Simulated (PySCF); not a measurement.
Scalar relativity in Mg²⁺ (magnesium, charge +2)

[Ne], closed-shell 1S; PBE calculated with PySCF 2.14 in dyall-acv3z, once non-relativistic with a point nucleus and once with spin-free X2C-1e and a Gaussian nucleus.

| shell | ε non-rel. (eV) | ε X2C (eV) | rms r non-rel. (bohr, spins averaged) | rms r X2C (bohr, spins averaged) | change of radius (%) |
| --- | --- | --- | --- | --- | --- |
| 1s | -1277.7 | -1279.8 | 0.1520 | 0.1515 | -0.28 |
| 2s | -99.644 | -99.949 | 0.7640 | 0.7622 | -0.24 |
| 2p | -66.718 | -66.694 | 0.7738 | 0.7735 | -0.03 |

The total energy goes from -199.1116 to -199.4222 hartree.

Relativity contracts and stabilises s shells directly. The contracted s shells screen the nucleus better, so for spin-averaged p shells the direct and indirect effects partly cancel.
